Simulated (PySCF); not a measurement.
CH5FO2Si2, SMILES O=CO[SiH2][SiH2]F.

Geometry optimised at B3LYP-D3(BJ)/def2-SVP. This is a generated structure with no PubChem entry under its InChIKey; it may be hypothetical. The values are those of a single conformer.

Two levels are set side by side: TDA-PBE/def2-SVPD (PySCF) and TDA-M06-2X/def2-SVPD (PySCF). Vertical, same geometry. The lowest singlet is HOMO→LUMO 93 % with PBE and HOMO−1→LUMO+2 74 % with the other functional; states are paired by order. Differences are taken from unrounded values.

| quantity | TDA-M06-2X |
|---|---|
| lowest singlet excitation (eV) | 5.63 |
| lowest triplet excitation (TDA) (eV) | 5.18 |
| first bright state (f over 0.05) (eV) | 8.15 |
| its oscillator strength | 0.20 |

Task: What does TDA-PBE give, and how far is it from TDA-M06-2X? (An estimate is asked for; the answer gives what the named calculation found.)

Result: 
```
quantity                               TDA-PBE  TDA-PBE minus TDA-M06-2X
-------------------------------------  -------  ------------------------
lowest singlet excitation (eV)            5.40                     -0.23
lowest triplet excitation (TDA) (eV)      4.96                     -0.22
first bright state (f over 0.05) (eV)     6.00                     -2.15
its oscillator strength                   0.06                     -0.14
```

Functionals without exact exchange tend to place singlet excitations lower, as here. Differences between two approximate levels are no errors against the true value.

Rough cost on one machine, each run with all the roots and properties that it gave: TDA-M06-2X against TDA-PBE about 10 times.
